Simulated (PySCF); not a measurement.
Coordinates in bohr (charge -1 multiplicity 1):
```
Y     0.0000    0.0000   -1.3942
Se    4.2940    0.0000    0.7703
Se   -4.2940    0.0000    0.7703
```

Method: PySCF, PBE, basis Y def2-SVPD with ECP28, Se def2-SVPD (scalar-relativistic core potentials, no spin–orbit coupling, density fitting).

This geometry of YSe₂⁻ is a stationary point at this level.

Question: What is the point group?

Answer: C2v.

Question: Is it a minimum?

Answer: Yes: all harmonic wavenumbers are real, though the softest, 57 cm⁻¹, leaves little margin.

Question: List the harmonic modes with their infrared intensities.

Answer: 
| symmetry | ω (cm⁻¹) | IR (km/mol) | type |
| --- | --- | --- | --- |
| a1 | 57 | 2.6 | bend |
| a1 | 257 | 2.0 | stretch |
| b2 | 298 | 104 | stretch |

Question: What are the dipole moment and the gap between the highest occupied and lowest empty levels?

Answer: 6.57 D about the centre of mass and 0.99 eV.

Question: Give the atomic charges and bond orders.

Answer: 
```csv
atom,Mulliken,Löwdin,polar tensor,Mayer order to Y1
Y1,0.62,-0.06,1.04,–
"Se2,3",-0.81,-0.47,-1.02,1.81
```

In C2v the vibrations span 2a1 + b2. Here b1 is antisymmetric to the molecular plane and b2 lies in it.

Only a few start shapes were tried, so a lower isomer may exist. The lowest empty level of this anion is unbound, so it and the gap depend on the basis.
